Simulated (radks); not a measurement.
Spherical quantum dot in the effective-mass picture: electrons in a parabolic well V = omega^2 r^2 / 2 with omega = 4.81, all in effective atomic units (hartree* = m*/eps^2 hartree, bohr* = eps/m* bohr), one dielectric constant everywhere. Calculated with a radial shooting solver with Libxc functionals: non-relativistic Kohn-Sham, exchange-only LDA, spin-polarised, spherical densities. Levels are named by radial order and angular momentum (1s, 1p, 1d, 2s, ...), and open shells are averaged over m. Results are scaled to m* = 0.067 and eps = 4.9, for which hartree* = 75.93 meV and bohr* = 3.87 nm.

N = 26, configuration 1s2 1p6 1d10 2s2 1f(up 6, down 0). This is the lowest configuration that the search found. Occupied and some empty levels:

level    occupation  eigenvalue (meV)  <r> (nm)
1s up             1            2625.4     2.541
1s down           1            2633.1     2.514
1p up             3            2851.4     3.275
1p down           3            2863.8     3.255
1d up             5            3092.9     3.815
1d down           5            3108.2     3.805
2s up             1            3119.2     3.433
2s down           1            3130.9     3.441
1f up             6            3349.0     4.251
1f down           0            3365.6     4.248
2p up             0            3391.6     3.882
2p down           0            3403.0     3.889
1g up             0            3618.2     4.623
1g down           0            3635.0     4.627
2d up             0            3672.9     4.295
2d down           0            3684.6     4.299

Energy (meV): total 56100.2, kinetic 11291, external 22464, Hartree 24308, exchange-correlation -1962.0.

Electron density:

r (nm)  n(r) (e/nm^3)
0.346         0.08585
0.732         0.07898
1.12          0.07058
1.50          0.06411
1.89          0.06150
2.28          0.06228
2.66          0.06391
3.05          0.06333
3.43          0.05850
3.82          0.04936
4.20          0.03765
4.59          0.02569
4.98          0.01565
5.36         0.008537
5.75         0.004118
6.13         0.001765
6.52        0.0006795
6.90        0.0002306
7.29       0.00006973
7.68       0.00001875
